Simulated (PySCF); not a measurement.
# Excitation energies in several basis sets

Species: CH8B4S.
SMILES: `BBCBSB`

TDDFT with PBE0 (PySCF), vertical singlets, core orbitals frozen in the response, spherical d and f functions. One conformer (not necessarily the lowest) at the PBE0-D3(BJ)/def2-SVP geometry, without solvent, vibrations or thermal averaging.

| basis | functions | diffuse | S1 (eV) | S2 (eV) | S3 (eV) | S4 (eV) | S5 (eV) | LUMO (eV) | α (au) |
| --- | --- | --- | --- | --- | --- | --- | --- | --- | --- |
| 6-31G* | 104 | no | 4.70 | 4.91 | 4.95 | 5.56 | 5.69 | -1.96 | 81.3 |
| def2-SVP | 128 | no | 4.64 | 4.83 | 4.83 | 5.49 | 5.61 | -2.14 | 83.8 |
| 6-31+G* | 128 | yes | 4.63 | 4.81 | 4.90 | 5.49 | 5.63 | -2.14 | 89.9 |
| def2-SVPD | 191 | yes | 4.61 | 4.81 | 4.83 | 5.45 | 5.58 | -2.23 | 95.2 |
| aug-cc-pVDZ | 214 | yes | 4.59 | 4.78 | 4.83 | 5.44 | 5.57 | -2.19 | 96.2 |
| def2-TZVP | 240 | no | 4.60 | 4.79 | 4.81 | 5.43 | 5.55 | -2.20 | 92.7 |

Q: Compare the sets with the largest diffuse one.

A: States are compared by their number. Against the largest diffuse basis here (aug-cc-pVDZ, itself not a converged limit), sets without diffuse functions differ by up to 0.10 eV in S1 and 0.13 eV in S5; the smaller diffuse sets differ by up to 0.04 and 0.06 eV. State by state, the largest deviation of a set without diffuse functions is S1 0.10, S2 0.13, S3 0.12, S4 0.12, S5 0.13 eV. The same number needn't mean the same state in each row. Against aug-cc-pVDZ the polarisability deviates by -15% in 6-31G*, -13% in def2-SVP, -7% in 6-31+G*, -1% in def2-SVPD, -4% in def2-TZVP. A single + in a Pople set puts diffuse functions on heavy atoms only.
